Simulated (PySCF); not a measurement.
C10H7FS, SMILES Fc1ccc(-c2ccccc2)s1 (GFN2-xTB optimised geometry):

```
19

F      4.421    -1.356     0.000
C      3.273    -0.677     0.000
C      3.132     0.671     0.000
C      1.772     1.043     0.000
C      0.902    -0.013     0.000
C     -0.547    -0.003     0.000
C     -1.265    -1.201     0.000
C     -2.645    -1.201     0.000
C     -3.342    -0.004     0.000
C     -2.643     1.193     0.000
C     -1.262     1.198     0.000
S      1.773    -1.529     0.000
H      3.957     1.360     0.000
H      1.461     2.071     0.000
H     -0.726    -2.138     0.000
H     -3.180    -2.139     0.000
H     -4.421    -0.003     0.000
H     -3.179     2.130     0.000
H     -0.736     2.139     0.000
```

Computed with PBE/def2-SVP (PySCF).

**Question.** What are the frontier orbital energies and the dipole moment?

**Answer.** HOMO-2 -6.55 eV, HOMO-1 -6.35 eV, HOMO -5.15 eV, LUMO -1.96 eV, LUMO+1 -1.12 eV; dipole moment 1.20 D.

Meta-Löwdin charges at PBE/def2-SVP: F1 -0.20, C2 0.15, C3 -0.18, C4 -0.13, C5 -0.11, C6 0.01, C7 -0.12, C8 -0.10, C9 -0.11, C10 -0.10, C11 -0.11, S12 0.23, H13 0.13, H14 0.12, H15 0.10, H16 0.11, H17 0.11, H18 0.11, H19 0.10.
